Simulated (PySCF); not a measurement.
Gas-phase reaction: GeO + 2 FO ⇌ GeF₂ + O₃

Energies from PySCF, thermal terms from the rigid-rotor harmonic-oscillator model, ideal gas at 1 bar. † marks an energy on the PBE0/def2-TZVP geometry and frequencies; other levels use their own. MP2 and CCSD(T) freeze the core. 6-31G* has spherical d functions here. Open shells (unrestricted): FO (multiplicity 2, electronic degeneracy 4); the rest are closed-shell singlets. Spin-orbit splitting is ignored; it lowers the true energy and changes the entropy of FO. B3LYP is the form with VWN-RPA correlation. Ge: all electrons, no relativistic terms. MP2 isn't extrapolated to the basis-set limit; its ΔH°(298 K) is -603.6 kJ in def2-SVP and -639.2 kJ in def2-TZVPP. CCSD(T) isn't extrapolated to the basis-set limit; its ΔH°(298 K) is -517.4 kJ in def2-SVP and -547.0 kJ in def2-TZVPP. The harmonic model lacks anharmonicity and excited electronic states, which grow with temperature; levels with a mode under 35 cm⁻¹ are left out. Strong static correlation: O₃. Warning, large T1 diagnostic: GeO, O₃ (CCSD(T)/def2-TZVPP†).

```tsv
level	ΔE electronic, kJ	ΔH°(298 K), kJ	ΔS°(298 K), J/K	ΔG°(600 K), kJ
B3LYP/def2-TZVP†	-532	-526	-149	-437
CCSD(T)/def2-TZVPP†	-553	-547	-149	-457
HF/6-31G*	-301	-292	-151	-201
HF/def2-TZVP†	-313	-307	-149	-217
M06-2X/def2-TZVP†	-560	-555	-149	-465
MP2/def2-TZVPP†	-645	-639	-149	-549
PBE/def2-SVP	-575	-571	-148	-482
PBE0/def2-QZVP†	-547	-541	-149	-452
r2SCAN/def2-TZVP†	-558	-553	-149	-463
LDA/def2-TZVP†	-669	-663	-149	-573
ωB97X-V/def2-TZVP†	-539	-533	-149	-443
```
ΔH° is lowest at LDA/def2-TZVP† and highest at HF/6-31G*. No reference value is set beside these.
